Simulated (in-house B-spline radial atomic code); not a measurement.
Re⁺. Computed with a B-spline radial atomic code. Model: non-relativistic spherical atom: semilocal Troullier-Martins pseudo-atom, one channel per l, against all electrons, high spin, G0W0 and RPA with empty states to l = 8, local potential for every l without a channel, a model core (radius 0 = none) keeps its share of the functional.

The core holds an angular momentum without a channel of its own, so the local potential lets valence electrons into it.

Without relativity these are model numbers for so heavy an element.

What the tables leave out is listed at the end.

The pseudopotential gives back the lowest level of each angular momentum of its own functional in the configuration it was made in; a second state of the same l is only approximately right. Exact exchange, RPA and GW see the smooth pseudo-orbitals and miss the exchange with the core, for which the functional's share stands in. The column with an uncorrelated core keeps all orbitals and exact exchange, and so separates missing core correlation from pseudisation. Only the three outermost levels and the lowest empty one were computed. RPA here is direct RPA, with no exchange kernel, and its energies carry an (l + 1/2)⁻⁴ tail. A hybrid on a potential with a model core restores only its own semilocal share of the core's exchange.

Command:
```bash
python run_psgw.py task.json out
```
Settings (lengths in bohr, energies in hartree):
```
Z                      75
electrons              74
configuration          [Xe] 4f14 5d5 6s1
generated_in           [Xe] 4f14 5d5 6s2
functional             pbe,pbe
core_shells            11
radius_factor          1.3
core_correction        True
ion_configuration      [Xe] 4f14 5d5
```

Time taken, with all properties: 110 s on 1 thread of Arm Neoverse N1 (shared host).

Given: made with PBE; model core radius 0.928 bohr; local radius 1.739 bohr; mean-field start PBE.

Valence shells of the generating configuration: 5p, 5d, 6s.

Channel: s 3.4, p 1.446, d 1.804 (radii in bohr).

Computed: largest level miss in the spin-unpolarised generating configuration 0 eV; valence RPA correlation energy pseudo -0.73262 hartree; pseudo-atom RPA polarisability 29.072 bohr³; ionisation by mean-field all-electron 15.06 eV; ionisation by mean-field pseudo minus all 0.094 eV; ionisation by RPA all-electron 15.283 eV; ionisation by RPA pseudo minus all 1.445 eV.

```
          level  occupied  mean-field all-electron (eV)  mean-field pseudo minus all (eV)  G0W0 all-electron (eV)  G0W0 uncorrelated core minus all (eV)  G0W0 pseudo minus all (eV)  exchange self-energy all-electron (eV)  exchange self-energy pseudo (eV)
          6s up         1                       -11.741                            -0.053                 -15.391                                  0.074                      -1.164                                 -12.298                           -12.979
          5d up         1                       -15.189                             0.037                 -20.382                                  0.088                       0.644                                 -28.568                            -23.31
5d down (empty)         0                       -11.546                             0.045                 -7.8731                                  0.233                       0.408                                 -10.975                            -5.447
```

(1) What is the valence RPA correlation energy all-electron orbitals?

(2) What is the all-electron RPA polarisability, core included?

Given: mean-field start PBE0.

Computed: valence RPA correlation energy all-electron orbitals -0.52714 hartree; valence RPA correlation energy pseudo -0.69067 hartree; all-electron RPA polarisability, core included 25.969 bohr³; ionisation by mean-field all-electron 14.77 eV; ionisation by RPA all-electron 15.142 eV; ionisation by RPA pseudo minus all 1.654 eV.

```csv
level,occupied,mean-field all-electron (eV),mean-field pseudo minus all (eV),G0W0 all-electron (eV),G0W0 uncorrelated core minus all (eV),G0W0 pseudo minus all (eV),exchange self-energy all-electron (eV),exchange self-energy pseudo (eV)
6s up,1,-12.367,-0.609,-15.276,0.076,-1.481,-12.136,-13.769
5d up,1,-16.839,0.326,-20.707,0.101,0.749,-28.787,-23.35
5p down,?,?,?,?,?,?,?,?
5d down (empty),0,-9.8332,0.34,-7.344,0.238,0.586,-10.372,-5.1597
```

(3) What belongs in the row 5p down?

(4) What is the pseudo-atom RPA polarisability?

(5) What is the ionisation by mean-field pseudo minus all?

Results:

(1) -0.56094 hartree.

(2) 29.493 bohr³.

(3) occupied: 1; mean-field all-electron (eV): -51.592; mean-field pseudo minus all (eV): 1.681; G0W0 all-electron (eV): -55.773; G0W0 uncorrelated core minus all (eV): -0.125; G0W0 pseudo minus all (eV): 2.882; exchange self-energy all-electron (eV): -38.255; exchange self-energy pseudo (eV): -23.73.

(4) 23.263 bohr³.

(5) 0.719 eV.

Among the listed levels the largest G0W0 shift of the pseudo-atom is +2.88 eV, for 5p down on the PBE0 start, while leaving the core uncorrelated moves that level by -0.12 eV. So pseudisation and the lost core exchange, not the missing core correlation, make the error. Not in the tables (levels of low weight, unsolved or above zero; the highest and the empty levels are kept at any weight): on PBE the G0W0 levels 5p down (pseudo minus all +1.82 eV, weights 0.79 and 0.72); no Hartree-Fock pseudo-atom is run with a model core.
